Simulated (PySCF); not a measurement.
Structure with atom numbers: `[CH2:1]=[CH:2][CH+:3][CH2:4][C:5]([F:6])([F:7])[F:8]` (H(Xn): hydrogen on atom n). Ha(C1) is cis to C3; Hb(C1) is trans to C3.

Geometry: GFN2-xTB; GIAO absolute shieldings from PySCF 2.14.0 with density-fitted response routines, gas phase, non-relativistic, averaged over equivalent atoms.

At BP86/pcSseg-1 (166 basis functions, roughly 70 core-seconds):
```
   atoms  σ (ppm)
      C3    -61.5
      C1    -34.8
      C2     26.8
      C5     45.7
      C4    113.7
F6/F7/F8    199.4
   H(C3)    21.51
  Hb(C1)    21.94
  Ha(C1)    22.44
   H(C2)    23.09
   H(C4)    26.77
```

Task: What do these become at HSE06/6-311G**?

Result: 
```
   atoms  σ at HSE06/6-311G**  change
      C3                -58.8    +2.7
      C1                -29.4    +5.4
      C2                 37.0   +10.2
      C5                 61.4   +15.7
      C4                127.0   +13.3
F6/F7/F8                232.3   +32.9
   H(C3)                21.42   -0.09
  Hb(C1)                22.12   +0.18
  Ha(C1)                22.52   +0.08
   H(C2)                23.35   +0.26
   H(C4)                27.35   +0.58
```

The largest change is at F6/F7/F8 (fluorine of a CF3 group). Cost: 180 basis functions, roughly 2.1 core-minutes. The order of the carbon signals is the same at both levels.
